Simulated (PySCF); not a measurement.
Cartesian coordinates in Å; atom numbers follow the order of the lines, from 1:
```xyz
11

O    -2.014    1.348    0.215
Si   -1.670   -0.177   -0.213
O    -0.117   -0.389   -0.698
C     1.043   -0.197   -0.053
C     2.209   -0.407   -0.643
F     3.360   -0.198    0.025
H    -1.892    2.100   -0.359
H    -2.308   -0.609   -1.443
H    -1.965   -0.869    1.029
H     0.998    0.144    0.974
H     2.360   -0.745   -1.656
```

Geometry: GFN2-xTB; GIAO shifts from PySCF 2.14.0 with density-fitted response routines, gas phase, non-relativistic, averaged over equivalent atoms.

At PBE0/pcSseg-1 (134 basis functions, 19 s wall time on 1 thread of an Arm Neoverse N1, shared host):
```tsv
atoms	δ (ppm)
O3	103.5
O1	53.3
Si2	-34.7
C5	154.3
C4	138.2
F6	-188.6
H11	7.45
H10	7.34
H8/H9	4.72
H7	2.20
```

Chemical shifts δ = σref − σ; $^{17}$O (336.08 ppm) vs H2O; TMS for $^{29}$Si (349.16 ppm) and $^{13}$C (186.93 ppm) and $^{1}$H (31.72 ppm); $^{19}$F (170.95 ppm) vs CFCl3, all at this level.

Question: What do these become at KT3/pcSseg-1?

Answer: 
| atoms | δ at KT3/pcSseg-1 | change |
| --- | --- | --- |
| O3 | 109.4 | +5.9 |
| O1 | 54.7 | +1.4 |
| Si2 | -40.8 | -6.1 |
| C5 | 144.0 | -10.3 |
| C4 | 128.3 | -9.9 |
| F6 | -200.4 | -11.8 |
| H11 | 7.38 | -0.07 |
| H10 | 7.24 | -0.10 |
| H8/H9 | 4.69 | -0.03 |
| H7 | 2.07 | -0.13 |

Scale: H2O for $^{17}$O (330.79 ppm); $^{29}$Si (361.67 ppm) and $^{13}$C (184.72 ppm) and $^{1}$H (31.76 ppm) vs TMS; $^{19}$F (142.37 ppm) vs CFCl3 (reference shieldings calculated alike).

The largest change is at F6 (vinylic fluorine). Cost: 134 basis functions, 6.8 s wall time on 1 thread of an AMD EPYC 9R45 96-Core, shared host.

Unscaled 19F shifts against computed CFCl3 carry errors that often reach 10 to 50 ppm. Experimental scales use liquid or dissolved standards, which lie at an offset from isolated H2O (liquid H2O: subtract about 36 ppm).
